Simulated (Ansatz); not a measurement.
H2Se2. Charge 0, multiplicity 3. Geometry r2SCAN-D4/def2-TZVP, that of the neutral singlet.

```xyz
4

Se    1.1262   -0.2627    0.5383
Se   -0.7179    1.0543   -0.0153
H     1.3380   -0.8329   -0.8036
H    -1.7463    0.0414    0.2806
```

At PBE-D4/def2-TZVP the gap within one spin of the charge 0 triplet nearly closes, so an electron or hole may be smeared out by delocalisation error. At PBE0-D4/def2-TZVP a singlet of charge 0 lies 3.34 eV below the triplet at the same geometry.

Estimate the α-spin orbital energies around the gap (eV) in Ansatz with PBE-D4/def2-TZVP, r2SCAN-D4/def2-TZVP, PBE0-D4/def2-TZVP.


```csv
orbital,PBE-D4/def2-TZVP,r2SCAN-D4/def2-TZVP,PBE0-D4/def2-TZVP
HOMO−5,-10.67,-11.11,-12.13
HOMO−4,-10.00,-10.42,-11.39
HOMO−3,-8.59,-8.95,-10.00
HOMO−2,-6.83,-7.22,-8.10
HOMO−1,-6.67,-7.01,-7.89
HOMO,-2.94,-3.18,-3.92
LUMO,-1.06,-0.70,-0.18
LUMO+1,-0.88,-0.59,0.02
LUMO+2,3.31,3.90,4.10
LUMO+3,3.47,4.08,4.30
LUMO+4,3.49,4.20,4.40
LUMO+5,3.89,4.41,4.79
β HOMO,-5.92,-6.04,-6.70
β LUMO,-5.86,-5.87,-5.11
```
